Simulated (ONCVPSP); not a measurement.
S: excitation energies, all-electron against ONCV

```json
{"Element": "S (Z = 16)", "Generator": "ONCVPSP 4.0.1", "Type": "optimised norm-conserving Vanderbilt (ONCV)", "Functional": "PBE", "Relativity": "scalar-relativistic", "Frozen core": "[He]", "Valence charge": "14", "Reference configuration": "2s2 2p6 3s2 3p4", "Partial waves": "2s+3s: rc 0.70 bohr, ncon 3, nbas 6, qcut 13.3 1/bohr, 3 projectors, debl 2.3 Ha; 2p+3p: rc 0.85 bohr, ncon 3, nbas 7, qcut 18.8 1/bohr, 2 projectors", "Local potential": "polynomial inside 0.70 bohr (lpopt 3, dvloc0 0 Ha)", "Core correction": "none"}
```

Energies are relative to the spin-unpolarised reference configuration 2s2 2p6 3s2 3p4; without spin polarisation the order of configurations can differ from experiment.

(1) Give the all-electron excitation energy and the error of the potential for: 2s2 2p6 3s2 3p3; 2s2 2p6 3s2 3p2; 2s2 2p6 3s2 3p1; 2s2 2p6 3s0 3p6.

Levels in the configuration 2s2 2p6 3s2 3p1:

| level | all-electron (eV) | pseudo (eV) |
| --- | --- | --- |
| 2s | -253.387 | -253.379 |
| 2p | -198.336 | -198.175 |
| 3s | -52.242 | -52.240 |
| 3p | -40.275 | -40.261 |

## Answers

(1)

```json
{"valence configuration": "2s2 2p6 3s2 3p3", "charge": "+1", "ΔE all-electron (eV)": "11.769", "error AE − PS (meV)": "+0.5"}
{"valence configuration": "2s2 2p6 3s2 3p2", "charge": "+2", "ΔE all-electron (eV)": "34.052", "error AE − PS (meV)": "+2.9"}
{"valence configuration": "2s2 2p6 3s2 3p1", "charge": "+3", "ΔE all-electron (eV)": "68.094", "error AE − PS (meV)": "+10"}
{"valence configuration": "2s2 2p6 3s0 3p6", "charge": "0", "ΔE all-electron (eV)": "20.740", "error AE − PS (meV)": "+3.3"}
```
